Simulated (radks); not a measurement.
Q: The potassium ion K5+ is in [Ne] 3s2 3p2. All-electron calculation, scalar-relativistic Kohn-Sham, LDA (Slater exchange, Perdew-Wang correlation), spin-polarised, spherical densities, finite nucleus; Fermi nuclear charge, rms radius of each element as measured or else 0.836 A^(1/3) + 0.57 fm. Program: a radial shooting solver on a logarithmic mesh with Libxc functionals. Open shells are filled with parallel spins first. One electron is removed from 3p, 2s, 3s, 2p in turn, with full relaxation. Which removal costs least, and what does each cost?

A: 3p 99.600 eV; 3s 113.67 eV; 2p 392.39 eV; 2s 461.53 eV. The 3p electron leaves first.
